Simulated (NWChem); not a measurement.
Correlation energy of silene (CH4Si)

```
Si
C 1 1.7076
H 2 1.0937 1 122.09
H 2 1.0937 3 115.83 1 180.00
H 1 1.4855 2 122.73 3 180.00
H 1 1.4855 5 114.54 2 180.00
```
Charge 0, spin multiplicity 1.

Everything below was run with NWChem. All single points use one geometry, from PBE0/def2-SVP, a minimum by its harmonic frequencies.

Basis set: cc-pVDZ. Each correlation energy counts from its own Hartree-Fock reference.

The correlated methods keep 6 core orbitals frozen. No row is a measurement; the coupled-cluster row has its own basis-set and correlation limits.

```json
[
 {"method": "RI-MP2", "correlation energy (mHa)": "-243.9"},
 {"method": "MP2", "correlation energy (mHa)": "-244.0"},
 {"method": "SCS-MP2", "correlation energy (mHa)": "-250.4"},
 {"method": "CR-CCSD[T]", "correlation energy (mHa)": "[?]"},
 {"method": "CR-CCSD(T)", "correlation energy (mHa)": "[?]"},
 {"method": "CCSD", "correlation energy (mHa)": "[?]"},
 {"method": "CCSD+T(CCSD)", "correlation energy (mHa)": "-288.5"},
 {"method": "CCSD(T)", "correlation energy (mHa)": "-288.2"}
]
```

### Question
Fill in the missing entries.

### Answer

- CR-CCSD[T], correlation energy (mHa): -286.4
- CR-CCSD(T), correlation energy (mHa): -286.1
- CCSD, correlation energy (mHa): -278.2
